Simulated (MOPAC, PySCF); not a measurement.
C$_{2}$H$_{5}$B, SMILES `C(=B\[H])/C`, neutral singlet in the gas phase. 

Cartesian coordinates (Å):
SMILES: [H]/B=C/C
```xyz
8

B      1.5809     0.2730     0.2983
C      0.3521     0.3109    -0.3200
C     -0.9680    -0.3174     0.0484
H      2.6429     0.2675     0.7902
H      0.3495     0.9074    -1.2365
H     -1.7392     0.4439     0.1938
H     -0.9000    -0.8986     0.9680
H     -1.3183    -0.9867    -0.7420
```
Charge 0, multiplicity 1.

All levels are single points at this geometry (B3LYP-D3(BJ)/def2-TZVP); Pople sets use spherical d functions. Orbital energies aren't observables, and empty levels follow the basis.

B3LYP/6-31G* in PySCF gives HOMO (eV) = -5.69.

Q: Estimate the HOMO (eV) from each of these levels: B3LYP-D3(BJ)/def2-TZVP in PySCF; B3LYP/3-21G in PySCF; B3LYP/6-311+G** in PySCF; M06-2X/6-31G* in PySCF; PBE/6-31G* in PySCF; HF/3-21G in PySCF; HF/STO-3G in PySCF; PM7 in MOPAC.

A: 
| level | HOMO (eV) |
|---|---|
| B3LYP-D3(BJ)/def2-TZVP in PySCF | -6.07 |
| B3LYP/3-21G in PySCF | -5.82 |
| B3LYP/6-311+G** in PySCF | -6.07 |
| M06-2X/6-31G* in PySCF | -7.09 |
| PBE/6-31G* in PySCF | -4.80 |
| HF/3-21G in PySCF | -8.48 |
| HF/STO-3G in PySCF | -6.74 |
| PM7 in MOPAC | -9.01 |
